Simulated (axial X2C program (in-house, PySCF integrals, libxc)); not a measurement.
# Testing model relations on PtC

A bond curve at the PBE0 level, 2c, was computed with an axial X2C code built on PySCF integrals (basis Pt dyall-cv3z [13s14p9d6f4g], C dyall-v3z [7s6p2d1f] (cores contracted in-house)) for the state Ω = 0 (closed shell). Its fit gives Re = 1.6631 Å, ωe = 1093.6 cm⁻¹, ωexe = 4.41 cm⁻¹ and αe = 3.090e-03 cm⁻¹; the masses are 194.9648 and 12.0000 u. Two-component means X2C with spin–orbit coupling and atomic mean-field Coulomb and Gaunt terms.

Task: Find the reduced mass, Be and the force constant.

Result: From the PBE0 values: μ = 11.3042 u. Be = 16.8576/(μ Re²) = 0.5392 cm⁻¹. k = 5.8918×10⁻⁷ μ ωe² = 7.97 mdyn/Å.

Task: The dipole moment p changes by 1.43 D/Å at Re. What harmonic infrared intensity follows?

Result: I = 42.256 × (dp/dR)²/μ = 7.6 km/mol.

Task: Give B0, the J = 1←0 line in GHz and the most populated J at 300 K (kT = 208.5 cm⁻¹).

Result: B0 = Be − αe/2 = 0.5376 cm⁻¹; 2B0 = 32.23 GHz; J(max) ≈ √(kT/2B0) − 1/2 = 13.4, so J = 13.

Task: Where do the fundamental and the first overtone lie?

Result: ν(1←0) = ωe − 2ωexe = 1084.8 cm⁻¹; ν(2←0) = 2ωe − 6ωexe = 2160.7 cm⁻¹.

Task: Estimate De from a Morse curve and compare with the computed well depth of 5.912 eV to Pt + C.

Result: De(Morse) = ωe²/(4ωexe) = 8.406 eV against 5.912 eV computed, a ratio of 1.42. The extrapolation overshoots: the well softens faster than a Morse curve, or the lowest atomic limit lies below the one to which the curve heads.

The state is one determinant whose occupation by symmetry is held fixed; it was picked as the lowest of a PBE0 search that is not exhaustive. Dissociation energies refer to the lowest single-determinant-based atoms at the same level and basis. A 2c atom that is not at its ground J level misses part of its spin–orbit lowering, and De is too large by that part (0.04 eV or less for light atoms). This holds for PBE0. The functionals have no current-density term, which raises determinants with orbital currents, atoms included.
